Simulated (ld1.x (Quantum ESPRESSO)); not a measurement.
Ge: excitation energies, all-electron against PAW

* Element: Ge
* Generator: ld1.x (Quantum ESPRESSO) 7.5
* Type: PAW
* Functional: PBEsol
* Relativity: fully relativistic
* Frozen core: [Ar]
* Valence charge: 14
* Reference configuration: 3d10 4s2 4p2
* Partial waves: 4s (bound): rcut 1.80, rcutus 1.95 bohr; 4s channel at -0.1 Ry: rcut 1.80, rcutus 1.95 bohr; 4p (bound): rcut 1.70, rcutus 1.85 bohr; 4p channel at 3.2 Ry: rcut 1.70, rcutus 1.85 bohr; 3d (bound): rcut 0.80, rcutus 1.10 bohr; 3d channel at -1.5 Ry: rcut 0.80, rcutus 1.10 bohr
* Local potential: all-electron potential smoothed inside 1.10 bohr (lloc = -1)
* Core correction: Bessel-smoothed model core inside 0.75 bohr
* Augmentation charge: BESSEL, radius 0.60 bohr

Open shells are filled in proportion to 2j + 1 (rel_dist='average').

Energies are relative to the spin-unpolarised reference configuration 3d10 4s2 4p2; without spin polarisation the order of configurations can differ from experiment.

| valence configuration | charge | ΔE all-electron (eV) | error AE − PS (meV) |
| --- | --- | --- | --- |
| 3d10 4s2 4p1 | +1 | 7.455 | 0.0 |
| 3d10 4s2 4p0 | +2 | 22.907 | -0.3 |
| 3d10 4s1 4p0 | +3 | 57.695 | -4.4 |
| 3d10 4s1 4p2 | +1 | 16.181 | -1.2 |
| 3d10 4s2 4p2.3 | -0.3 | -0.884 | -0.1 |

Question: What are ΔE and the potential's error for 3d10 4s1 4p3?

Answer: ΔE = 7.978 eV all-electron; the error (AE − PS) is -1.4 meV.

Question: What are ΔE and the potential's error for 3d10 4s2 4p1.5?

Answer: ΔE = 2.806 eV all-electron; the error (AE − PS) is 0.0 meV.

Levels in the configuration 3d10 4s2 4p1.5:

| level | all-electron (eV) | pseudo (eV) |
| --- | --- | --- |
| 3d j=3/2 | -33.895 | -33.897 |
| 3d j=5/2 | -33.309 | -33.312 |
| 4s j=1/2 | -15.621 | -15.620 |
| 4p j=1/2 | -7.539 | -7.539 |
| 4p j=3/2 | -7.321 | -7.322 |

The ghost test of this file was not conclusive.
